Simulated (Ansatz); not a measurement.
Counterpoise correction, worked out

The pair of K⁺ (SMILES [K+], atom 1) and GeH4 (SMILES [GeH4], atoms 2–6), both closed shells, in one local arrangement (a lower one may exist), relaxed at PBE0-D4/def2-TZVP:

```
6
angstrom
K 0.2808 -0.1406 -3.6403
Ge -0.0601 0.0300 0.7804
H 0.8219 -1.0965 1.3174
H -1.5376 -0.1879 1.1041
H 0.0627 -0.0149 -0.7760
H 0.4322 1.4099 1.2143
```

Program: Ansatz 0.2.0. Basis: def2-TZVPPD. Cores are frozen in the correlated methods. Filled d shells of the heavier atoms are correlated. The outer core shell of Li, Na, Mg and K is correlated. The def2 sets are not built for correlating such inner shells, so the correlated values are less sure here.

MP2 total energies in eV:

| system | geometry | basis functions | energy |
| --- | --- | --- | --- |
| pair | pair | all | -72848.29378 |
| K⁺ | as in the pair | all (partner as ghosts) | -16303.90114 |
| GeH4 | as in the pair | all (partner as ghosts) | -56544.16690 |
| K⁺ | as in the pair | its own | -16303.88668 |
| GeH4 | as in the pair | its own | -56544.15604 |
| K⁺ | free (PBE0-D4 minimum) | its own | -16303.88668 |
| GeH4 | free (PBE0-D4 minimum) | its own | -56544.18727 |

(1) Work out the interaction energy with and without the counterpoise correction, the superposition error, and the binding energy from the relaxed fragments.

No T1 diagnostic of these runs exceeds 0.012.

## Answers

(1) Without correction: -72848.29378 − (-16303.88668) − (-56544.15604) = -0.25106 eV.
With correction (each fragment in the whole basis): -72848.29378 − (-16303.90114) − (-56544.16690) = -0.22574 eV = -5.21 kcal/mol.
The superposition error is the difference, 0.02532 eV, 10 % of the uncorrected value: each fragment borrows its partner's functions.
Deformation from the free shapes: 0.00000 eV for K⁺ and 0.03123 eV for GeH4.
Binding energy from relaxed fragments: -0.22574 + 0.00000 + 0.03123 = -0.19451 eV = -4.49 kcal/mol (electronic, without zero-point energy; negative means bound). For comparison, the corrected interaction energy by CCSD(T) at an estimated basis limit (MP2 extrapolated from triple and quadruple zeta, plus CCSD(T) − MP2 in triple zeta) is -0.229 eV.

For scale, one of the runs: CCSD(T)/def2-TZVPPD, 158 basis functions, launched by `ansatz run in.yaml --threads 2 --pin off --events-out ev --progress --plain --max-ram 5222MiB`. Time: 28 s of wall clock on 2 CPU threads of an Arm Neoverse V1; the host was shared. Peak host memory: 1.1 GiB.
